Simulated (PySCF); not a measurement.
PySCF input for In(Cl)(Br)(vinyl) (C2H3BrClIn), SMILES C=[CH][In]([Cl])[Br], TDA-PBE/def2-SVPD. Geometry optimised at B3LYP-D3(BJ)/def2-SVP. The structure was generated by enumeration; whether it is a known compound was not checked. The def2 effective core potentials stand for the cores of In; spin–orbit coupling is left out. The values are those of a single conformer.

```python
import numpy as np
from pyscf import gto, scf, dft, tdscf

mol = gto.M(
    atom='''
    In   -0.12291825   -0.50261903   -0.00000000
    Cl    1.69168658   -2.00982486    0.00000000
    Br    0.53670191    1.91224533    0.00000000
    C    -2.19321223   -1.03327509    0.00000000
    C    -3.13363832   -0.08202550   -0.00000000
    H    -2.46534221   -2.09433566    0.00000001
    H    -4.20208617   -0.33373001   -0.00000000
    H    -2.89171248    0.98663798   -0.00000000
    ''',
    basis='def2-SVPD',
    ecp={'In': 'def2-svp'},
    charge=0,
    spin=0,
    symmetry=True,
    max_memory=1600,
    verbose=4,
)
mf = dft.RKS(mol, xc='pbe').density_fit(auxbasis='def2-universal-jkfit')
mf.grids.level = 3
mf.conv_tol = 1e-9
mf.max_cycle = 100
mf.kernel()
mf.grids = dft.Grids(mol).set(level=1).build(with_non0tab=True)  # coarser grid for the response kernel
td = tdscf.TDA(mf)
td.singlet = True
td.nstates = 10
td.conv_tol = 1e-4
td.positive_eig_threshold = 1e-6
td.kernel(x0=td.get_init_guess(mf, 15))
td.analyze()
tt = tdscf.TDA(mf)
tt.singlet = False
tt.nstates = 4
tt.conv_tol = 1e-4
tt.positive_eig_threshold = 1e-6
tt.kernel(x0=tt.get_init_guess(mf, 9))
tt.analyze(verbose=3)
```

It prints:

```
PySCF version 2.14.0

[INPUT] verbose = 4
[INPUT] num. atoms = 8
[INPUT] num. electrons = 88
[INPUT] charge = 0
[INPUT] spin (= nelec alpha-beta = 2S) = 0
[INPUT] symmetry True subgroup None
[INPUT] Mole.unit = angstrom
[INPUT] Symbol           X                Y                Z      unit          X                Y                Z       unit  Magmom
[INPUT]  1 In    -0.122918250000  -0.502619030000   0.000000000000 AA   -0.232281828211  -0.949812311695   0.000000000000 Bohr   0.0
[INPUT]  2 Cl     1.691686580000  -2.009824860000   0.000000000000 AA    3.196824324802  -3.798018543742   0.000000000000 Bohr   0.0
[INPUT]  3 Br     0.536701910000   1.912245330000   0.000000000000 AA    1.014219620431   3.613619956679   0.000000000000 Bohr   0.0
[INPUT]  4 C     -2.193212230000  -1.033275090000   0.000000000000 AA   -4.144570447747  -1.952606931435   0.000000000000 Bohr   0.0
[INPUT]  5 C     -3.133638320000  -0.082025500000   0.000000000000 AA   -5.921718198242  -0.155005730231   0.000000000000 Bohr   0.0
[INPUT]  6 H     -2.465342210000  -2.094335660000   0.000000010000 AA   -4.658821580230  -3.957720810310   0.000000018897 Bohr   0.0
[INPUT]  7 H     -4.202086170000  -0.333730010000   0.000000000000 AA   -7.940792013123  -0.630658318448   0.000000000000 Bohr   0.0
[INPUT]  8 H     -2.891712480000   0.986637980000   0.000000000000 AA   -5.464544618187   1.864475566294   0.000000000000 Bohr   0.0

nuclear repulsion = 499.711115598374
point group symmetry = Cs
symmetry origin: [4.88722267e-09 3.74687078e-09 1.62907425e-10]
symmetry axis x: [ 1.00000000e+00 -1.92202596e-10 -1.37460327e-10]
symmetry axis y: [ 1.92202596e-10  1.00000000e+00 -9.47877397e-11]
symmetry axis z: [1.37460327e-10 9.47879049e-11 1.00000000e+00]
num. orbitals of irrep A' = 115
num. orbitals of irrep A" = 49
number of shells = 66
number of NR pGTOs = 285
number of NR cGTOs = 164
basis = def2-SVPD
ecp = {'In': 'def2-svp'}


******** <class 'pyscf.df.df_jk.DFSymAdaptedRKS'> ********
method = DFSymAdaptedRKS
initial guess = minao
damping factor = 0
level_shift factor = 0
DIIS = <class 'pyscf.scf.diis.CDIIS'>
diis_start_cycle = 1
diis_space = 8
diis_damp = 0
SCF conv_tol = 1e-09
SCF conv_tol_grad = None
SCF max_cycles = 100
direct_scf = False
XC library pyscf.dft.libxc version 7.1.2
    S. Lehtola, C. Steigemann, M. J. T. Oliveira, and M. A. L. Marques,  SoftwareX 7, 1–5 (2018)
XC functionals = pbe
    J. P. Perdew, K. Burke, and M. Ernzerhof,  Phys. Rev. Lett. 77, 3865 (1996)
    J. P. Perdew, K. Burke, and M. Ernzerhof,  Phys. Rev. Lett. 78, 1396 (1997)
    J. P. Perdew, K. Burke, and M. Ernzerhof,  Phys. Rev. Lett. 77, 3865 (1996)
    J. P. Perdew, K. Burke, and M. Ernzerhof,  Phys. Rev. Lett. 78, 1396 (1997)
radial grids:
    Treutler-Ahlrichs [JCP 102, 346 (1995); DOI:10.1063/1.469408] (M4) radial grids

becke partition: Becke, JCP 88, 2547 (1988); DOI:10.1063/1.454033
pruning grids: <function nwchem_prune>
grids dens level: 3
symmetrized grids: True
atomic radii adjust function: <function treutler_atomic_radii_adjust>
small_rho_cutoff = 0
Freeze 0 electrons in irreps []
    88 free electrons in irreps A' A"
Set gradient conv threshold to 3.16228e-05
Initial guess from minao.
tot grids = 118840
init E= -3279.17445327023
HOMO (A') = -0.584670065763322  LUMO (A') = -0.532960178569326  gap/eV = 1.40710
cycle= 1 E= -3299.19930256122  delta_E=  -20  |g|= 2.87  |ddm|= 22.3
HOMO (A') = 0.0449126083317679  LUMO (A') = 0.0551024703175144  gap/eV = 0.27728
cycle= 2 E= -3249.76682699254  delta_E= 49.4  |g|= 8.14  |ddm|= 88.6
HOMO (A") = -0.38014283562117  LUMO (A') = -0.3059737363549  gap/eV = 2.01824
cycle= 3 E= -3300.71295869507  delta_E= -50.9  |g|= 1.48  |ddm|= 87.9
HOMO (A") = -0.173847235905543  LUMO (A') = -0.161152344469341  gap/eV = 0.34545
cycle= 4 E= -3297.60130151061  delta_E= 3.11  |g|= 2.81  |ddm|= 7.53
HOMO (A") = -0.24703248654242  LUMO (A') = -0.121634930367954  gap/eV = 3.41224
cycle= 5 E= -3301.19416095534  delta_E= -3.59  |g|= 0.763  |ddm|= 4.64
HOMO (A') = -0.260854439463811  LUMO (A') = -0.119157543914383  gap/eV = 3.85577
cycle= 6 E= -3301.24280435099  delta_E= -0.0486  |g|= 0.747  |ddm|= 2.74
HOMO (A') = -0.244470443039727  LUMO (A") = -0.116216158024429  gap/eV = 3.48998
cycle= 7 E= -3301.3885543164  delta_E= -0.146  |g|= 0.186  |ddm|=  1.2
HOMO (A') = -0.256228370704303  LUMO (A") = -0.110266438919648  gap/eV = 3.97183
cycle= 8 E= -3301.39748502107  delta_E= -0.00893  |g|= 0.0916  |ddm|= 0.451
HOMO (A') = -0.256357342451384  LUMO (A') = -0.108602902398474  gap/eV = 4.02060
cycle= 9 E= -3301.400102077  delta_E= -0.00262  |g|= 0.0246  |ddm|= 0.196
HOMO (A') = -0.260629869407803  LUMO (A') = -0.109047846298758  gap/eV = 4.12476
cycle= 10 E= -3301.40029257661  delta_E= -0.00019  |g|= 0.0115  |ddm|= 0.0533
HOMO (A') = -0.259761043471045  LUMO (A') = -0.107966007655087  gap/eV = 4.13055
cycle= 11 E= -3301.40032153967  delta_E= -2.9e-05  |g|= 0.00293  |ddm|= 0.0282
HOMO (A') = -0.260108861680777  LUMO (A') = -0.108015896380685  gap/eV = 4.13866
cycle= 12 E= -3301.40032303298  delta_E= -1.49e-06  |g|= 0.0021  |ddm|= 0.0106
HOMO (A') = -0.259974116793635  LUMO (A') = -0.108066105835547  gap/eV = 4.13363
cycle= 13 E= -3301.40032455253  delta_E= -1.52e-06  |g|= 0.000121  |ddm|= 0.00408
HOMO (A') = -0.259987669764924  LUMO (A') = -0.108077439126198  gap/eV = 4.13369
cycle= 14 E= -3301.40032455685  delta_E= -4.32e-09  |g|= 6e-05  |ddm|= 0.000466
HOMO (A') = -0.259980587515306  LUMO (A') = -0.108075746826735  gap/eV = 4.13354
cycle= 15 E= -3301.40032455821  delta_E= -1.36e-09  |g|= 9.23e-06  |ddm|= 0.000146
HOMO (A') = -0.259979864184713  LUMO (A') = -0.108075222488139  gap/eV = 4.13354
cycle= 16 E= -3301.40032455824  delta_E= -2.59e-11  |g|= 1.8e-06  |ddm|= 1.84e-05
HOMO (A') = -0.259980459638633  LUMO (A') = -0.108075269652744  gap/eV = 4.13355
Extra cycle  E= -3301.40032455823  delta_E= 3.18e-12  |g|= 2.9e-06  |ddm|= 8.65e-06
converged SCF energy = -3301.40032455823
tot grids = 39512
Overwritten attributes  positive_eig_threshold  of <class 'pyscf.tdscf.rks.TDA'>


******** <class 'pyscf.tdscf.rks.TDA'> for <class 'pyscf.df.df_jk.DFSymAdaptedRKS'> ********
nstates = 10 singlet
deg_eia_thresh = 1.000e-03
wfnsym = None
conv_tol = 0.0001
eigh lindep = 1e-12
eigh level_shift = 0
eigh max_cycle = 100


Excitation energies (eV)
[4.20984809 4.32852283 4.4176996  4.5009296  4.51398884 4.78642988
 4.82018995 5.06278185 5.15976477 5.31294595]

** Singlet excitation energies and oscillator strengths **
Excited State   1:   A"      4.20985 eV    294.51 nm  f=0.0001
      44 -> 46        0.70324
Excited State   2:   A'      4.32852 eV    286.44 nm  f=0.0190
      42 -> 45       -0.14884
      43 -> 46       -0.16089
      44 -> 45        0.66261
Excited State   3:   A"      4.41770 eV    280.65 nm  f=0.0046
      43 -> 45       -0.69871
Excited State   4:   A'      4.50093 eV    275.46 nm  f=0.0105
      42 -> 45       -0.21268
      43 -> 46       -0.63021
      44 -> 45       -0.19086
Excited State   5:   A"      4.51399 eV    274.67 nm  f=0.0005
      42 -> 46       -0.69006
Excited State   6:   A'      4.78643 eV    259.03 nm  f=0.0671
      38 -> 45        0.11663
      39 -> 45       -0.26522
      42 -> 45        0.59215
      43 -> 46       -0.20880
Excited State   7:   A"      4.82019 eV    257.22 nm  f=0.0013
      41 -> 45        0.69423
Excited State   8:   A'      5.06278 eV    244.89 nm  f=0.0198
      39 -> 45        0.21079
      40 -> 46        0.32124
      41 -> 46        0.57226
Excited State   9:   A"      5.15976 eV    240.29 nm  f=0.0211
      40 -> 45       -0.70022
Excited State  10:   A"      5.31295 eV    233.36 nm  f=0.0018
      39 -> 46        0.69230

** Transition electric dipole moments (AU) **
state          X           Y           Z        Dip. S.      Osc.
  1         0.0000      0.0000      0.0342      0.0012      0.0001
  2         0.3764     -0.1936      0.0000      0.1792      0.0190
  3        -0.0000     -0.0000     -0.2070      0.0429      0.0046
  4        -0.1605      0.2632     -0.0000      0.0950      0.0105
  5        -0.0000     -0.0000     -0.0691      0.0048      0.0005
  6         0.4689      0.5935      0.0000      0.5721      0.0671
  7         0.0000     -0.0000      0.1064      0.0113      0.0013
  8        -0.3812      0.1198      0.0000      0.1596      0.0198
  9        -0.0000     -0.0000     -0.4085      0.1669      0.0211
 10         0.0000      0.0000      0.1168      0.0136      0.0018

WARN: ECP detected. Skipping calculation of transition velocity and magnetic dipole moments, which have not yet been implemented.



******** <class 'pyscf.tdscf.rks.TDA'> for <class 'pyscf.df.df_jk.DFSymAdaptedRKS'> ********
nstates = 4 triplet
deg_eia_thresh = 1.000e-03
wfnsym = None
conv_tol = 0.0001
eigh lindep = 1e-12
eigh level_shift = 0
eigh max_cycle = 100


Excitation energies (eV)
[3.97230973 4.10265797 4.13400003 4.15691705]

** Triplet excitation energies and oscillator strengths **
Excited State   1:   A'      3.97231 eV    312.12 nm  f=0.0000
Excited State   2:   A'      4.10266 eV    302.20 nm  f=0.0000
Excited State   3:   A"      4.13400 eV    299.91 nm  f=0.0000
Excited State   4:   A"      4.15692 eV    298.26 nm  f=0.0000
```

Self-consistency was reached.
